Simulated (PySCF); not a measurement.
C2H8GeOSi, SMILES C[Si@H]1O[CH2][GeH2]1. Geometry: r2SCAN-D4/def2-SVP. The structure was generated by enumeration; whether it is a known compound was not checked.

**Question.** Give the equilibrium geometry at r2SCAN-D4/def2-SVP (PySCF confirms it by a frequency run) as bond lengths and angles. (The exact figures need the calculation; the answer reports its results.)

**Answer.** 
Atoms: C1 Si2 O3 C4 Ge5 H6 H7 H8 H9 H10 H11 H12 H13. Bonded distances (Å): C1–Si2 1.868, C1–H6 1.102, C1–H7 1.101, C1–H8 1.103, Si2–O3 1.698, Si2–Ge5 2.377, Si2–H9 1.498, O3–C4 1.440, C4–Ge5 2.017, C4–H10 1.104, C4–H11 1.104, Ge5–H12 1.540, Ge5–H13 1.538. Angles (°): Si2–C1–H6 110.6, Si2–C1–H7 111.5, Si2–C1–H8 110.2, H6–C1–H7 108.5, H6–C1–H8 107.7, H7–C1–H8 108.2, C1–Si2–O3 112.5, C1–Si2–Ge5 122.0, C1–Si2–H9 108.9, O3–Si2–Ge5 80.5, O3–Si2–H9 111.9, Ge5–Si2–H9 117.9, Si2–O3–C4 108.5, O3–C4–Ge5 100.4, O3–C4–H10 110.1, O3–C4–H11 110.5, Ge5–C4–H10 114.2, Ge5–C4–H11 113.2, H10–C4–H11 108.2, Si2–Ge5–C4 70.5, Si2–Ge5–H12 120.3, Si2–Ge5–H13 122.8, C4–Ge5–H12 114.1, C4–Ge5–H13 115.3, H12–Ge5–H13 108.6.
Charge 0, spin multiplicity 1.
